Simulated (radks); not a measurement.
Ionisation ladder of scandium, from Sc3+ to Sc8+. Each ion is in the ground configuration listed by NIST, and IE = E(next ion) - E(this ion). All-electron calculation, scalar-relativistic Kohn-Sham, r2SCAN, spin-polarised, spherical densities, finite nucleus; open shells are filled with parallel spins first; meta-GGA in the generalised Kohn-Sham scheme; Fermi nuclear charge, rms radius 3.5459 fm. Program: a radial shooting solver on a logarithmic mesh with Libxc functionals.

| species | configuration | IE, Delta-SCF (eV) | <r> HOMO (bohr) | IE, NIST (eV) | kind | error (eV) |
|---|---|---|---|---|---|---|
| Sc3+ | [Ar] | 74.141 | 1.13 | 73.489 | exp. | +0.652 |
| Sc4+ | [Ne] 3s2 3p5 | 91.992 | 1.09 | 91.95 | semi-emp. | +0.042 |
| Sc5+ | [Ne] 3s2 3p4 | 110.15 | 1.06 | 110.68 | semi-emp. | -0.5 |
| Sc6+ | [Ne] 3s2 3p3 | 137.85 | 1.02 | 138.0 | semi-emp. | -0.1 |
| Sc7+ | [Ne] 3s2 3p2 | 158.77 | 0.991 | 158.1 | semi-emp. | +0.7 |
| Sc8+ | [Ne] 3s2 3p1 | 179.83 | 0.966 | 180.0 | exp. | -0.2 |

Reference values: NIST Atomic Spectra Database (exp. = measured, semi-emp. = semi-empirical, theory = theoretical value adopted there). The ionisation energy per charge of the ion left behind rises most, in proportion, at Sc6+ ([Ne] 3s2 3p3), from 18.358 to 19.693 eV. Against the entries that are not theoretical the mean signed error is +0.1 % and the largest +0.9 %. Open shells are spherical and high-spin; term and fine-structure splittings are not resolved.
